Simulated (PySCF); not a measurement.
Identify the unknown among the candidates.

All candidates are C6H8SSi.

| technique | computed result |
| --- | --- |
| UV, first state | lowest singlet excitation: 5.09 eV (244 nm, f = 0.057) [TDDFT CAM-B3LYP/def2-SVPD] |
| Polarisability | 109.5 au [CAM-B3LYP/def2-SVPD] |
| Dipole | 1.28 D [CAM-B3LYP/def2-SVPD] |
| Rotational structure | rotational constants A, B, C: 3.785, 0.854, 0.773 GHz [GFN2-xTB] |
| UV, strongest line | among the 8 lowest singlet transitions: S5 at 6.40 eV (194 nm, f = 0.087) [TDDFT CAM-B3LYP/def2-SVPD] |
| Triplet | lowest triplet excitation (Tamm–Dancoff): 3.66 eV [TDA CAM-B3LYP/def2-SVPD] |

Gas-phase values; electronic properties from PySCF, density fitting. Levels stand in brackets. The structure is a single GFN2-xTB conformer in the gas phase; no vibrational or solvent corrections.

Task: Which candidate is it?
A. `CC(=S)C1=CC=C[SiH2]1`
B. `C#CC(=C=S)[SiH2]CC`
C. `[SiH3]SC1=C[C@@H]2C=C[C@H]12`

Result: C. It is `[SiH3]SC1=C[C@@H]2C=C[C@H]12`. Numbering: `[SiH3:1][S:2][C:3]1=[CH:4][C@@H:5]2[CH:6]=[CH:7][C@H:8]12`. Its formula, C6H8SSi, gives 4 degrees of unsaturation: 2 rings and 2 π bonds in the structure found. The optimised geometry has point group C1 and is an asymmetric top.

The others, at the same levels:
- `CC(=S)C1=CC=C[SiH2]1` fails: its computed lowest singlet excitation is 2.19 eV (567 nm, f = 0.000) (against 5.09 eV), lowest triplet excitation (Tamm–Dancoff) is 1.73 eV (against 3.66 eV) and strongest line among the 8 lowest singlet transitions is S2 at 3.45 eV (360 nm, f = 0.263) (against S5 at 6.40 eV).
- `C#CC(=C=S)[SiH2]CC` fails: its computed lowest singlet excitation is 2.53 eV (489 nm, f = 0.000) (against 5.09 eV), lowest triplet excitation (Tamm–Dancoff) is 2.25 eV (against 3.66 eV) and strongest line among the 8 lowest singlet transitions is S8 at 6.14 eV (202 nm, f = 0.445) (against S5 at 6.40 eV).

Each candidate is one conformer, not necessarily the lowest. The conformers computed, where there is a choice (atom-mapped SMILES and torsion angles):
- `[SiH3:1][S:2][C:3]1=[CH:4][C@@H:5]2[CH:6]=[CH:7][C@H:8]12`: Si1–S2–C3–C4 1°
- `[CH3:1][C:2](=[S:3])[C:4]1=[CH:5][CH:6]=[CH:7][SiH2:8]1`: C1–C2–C4–C5 0°
- `[CH:1]#[C:2][C:3](=[C:4]=[S:5])[SiH2:6][CH2:7][CH3:8]`: C2–C3–Si6–C7 52°, C3–Si6–C7–C8 -176°
